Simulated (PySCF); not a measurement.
Ga₂: energy against distance

Set-up: PySCF, scalar-relativistic core potentials, basis sets Ga cc-pVDZ-PP with ECP10. Energies in eV from Ga + Ga in their ground configurations at the same level. State: ³Πu (triplet), unpaired electrons σ ↑, π ↑.

All columns are PBE0.

```
R (Å)  E (eV)  HOMO (eV)  LUMO (eV)  Mayer bond order  ⟨S²⟩
2.341  -1.036      -4.51      -3.13              1.33  2.01
2.450  -1.250      -4.54      -2.99              1.28  2.01
2.559  -1.367      -4.50      -2.87              1.24  2.01
2.640  -1.407      -4.39      -2.79              1.21  2.01
2.722  -1.419      -4.30      -2.72              1.19  2.01
2.804  -1.407      -4.21      -2.65              1.16  2.01
2.913  -1.367      -4.11      -2.57              1.14  2.01
3.049  -1.288      -3.99      -2.48              1.11  2.01
3.212  -1.168      -3.88      -2.39              1.08  2.01
3.430  -0.989      -3.75      -2.29              1.05  2.00
```

Spin–orbit coupling is left out. The state is the lowest determinant that a PBE0 search found; another state may lie lower at other levels.
